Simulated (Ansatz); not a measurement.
Ansatz (a first-principles code) job for Si(OSiH3)(Me)(Cl)2 (CH6Cl2OSi2), SMILES O([SiH3])[Si](C)(Cl)Cl, PBE/def2-SVPD. Geometry: B3LYP-D3(BJ)/def2-SVP. Other conformers were not sampled.

Ansatz 0.2 input:
```yaml
crystal:
  periodic: [false, false, false]
  atoms:
    - {symbol: C, position_ang: [1.99488352, -1.34901900, -0.38652329]}
    - {symbol: Si, position_ang: [0.57504410, -0.24653442, 0.04929032]}
    - {symbol: Cl, position_ang: [1.03550712, 1.73613231, -0.35314903]}
    - {symbol: Cl, position_ang: [0.13616798, -0.38758402, 2.06958347]}
    - {symbol: O, position_ang: [-0.76289567, -0.65087226, -0.80842642]}
    - {symbol: Si, position_ang: [-2.31395191, -0.11080202, -1.13830271]}
    - {symbol: H, position_ang: [1.73676576, -2.39694721, -0.16881216]}
    - {symbol: H, position_ang: [2.88779799, -1.07642505, 0.19543403]}
    - {symbol: H, position_ang: [2.22800950, -1.25606053, -1.45847772]}
    - {symbol: H, position_ang: [-2.83110049, 0.68151168, 0.01129636]}
    - {symbol: H, position_ang: [-2.29238522, 0.73192271, -2.36416060]}
    - {symbol: H, position_ang: [-3.16899041, -1.30552013, -1.36194071]}
basis:
  gaussian:
    orbitals: def2-SVPD
hamiltonian:
  xc: {name: PBE}
```

It prints:

```
WARN ansatz: RAYON_NUM_THREADS=2 ignored (pool sized by the plan → 2); use --threads N
Functional definition: PBE
integrals: 0.18 GiB planned
1746 factors; their error is unknown
mean field: 0.99 GiB planned
mean field evaluation 1: about -43938.8815 eV, gradient 7.7e1 eV
mean field evaluation 2: about -43894.5694 eV, gradient 1.6e2 eV
mean field evaluation 4: about -43950.7876 eV, gradient 1.1e1 eV
mean field evaluation 8: about -43951.0514 eV, gradient 2.0e-1 eV
mean field evaluation 16: about -43950.9983 eV, gradient 1.7e-4 eV
mean field -43950.99833840 eV, -1615.1693978795 hartree, gradient 4.4e-5 eV, S^2 0.000000; 0 other end points of the search recorded, 0 dependent functions left out
reference -43950.99839899 eV, -1615.1694001060 hartree; 41, 41 occupied and 152, 152 virtual orbitals, 1746 factors
Total energy: -43950.99839899 eV, -1615.1694001060 hartree
```

The run converged.
